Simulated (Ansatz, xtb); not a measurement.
**Isomers of C5H6FNO2 in order of energy**

4 gas-phase structures of C5H6FNO2, from a drawn sample of its isomers (lower ones may exist). Each was relaxed with GFN2-xTB; where two conformers were screened, the lower at r2SCAN-D4/def2-SVP is listed:

A. `COC(=O)[C@H](F)CC#N`, a singlet
B. `COCc1ncc(F)o1`, a singlet
C. `COc1nc(C)oc1F`, a singlet
D. `NC(=O)C1=CO[C@H](F)C1`, a singlet

Make a reasoned guess at their ranking by r2SCAN-D4/def2-SVP single-point energy.

Calculated order at r2SCAN-D4/def2-SVP: D (0.000), A (0.769), C (1.083), B (1.438) eV.

Energies above the lowest of each column, in eV; the last columns are at PBE0-D3(BJ)/def2-SVP geometries and were run for some of them only (a dash: not run or not comparable):

```csv
structure,GFN2-xTB,HF/STO-3G,r2SCAN-D4/def2-SVP,PBE0-D3(BJ)/def2-SVP,CCSD(T)/def2-SVP + ΔMP2/def2-TZVPP
D,0.191,0.658,0.000,0.000,0.000
A,1.170,0.702,0.769,0.810,0.311
C,0.000,0.000,1.083,1.079,1.197
B,0.471,0.306,1.438,–,–
```

CCSD(T)/def2-SVP + ΔMP2/def2-TZVPP puts D lowest of those it was run on; GFN2-xTB picks C, HF/STO-3G picks C. Some further structures that were screened fall inside this span and aren't listed. Flexible structures stand in one conformer each, not always the lowest. Frequencies (GFN2-xTB) were run for A, C, D alone. The ΔMP2 step shifts differences by up to 0.138 eV, which makes them less sure. ΔMP2 is the change of the MP2 energy from the smaller to the larger basis.

Over these structures GFN2-xTB departs from r2SCAN-D4/def2-SVP by 0.660 eV on average once a common shift is removed. A GFN2-xTB relaxation took about 0.11 s and the r2SCAN-D4/def2-SVP energy about 2.6 s on a shared host (Ansatz 0.2.0, xtb 6.7.1).
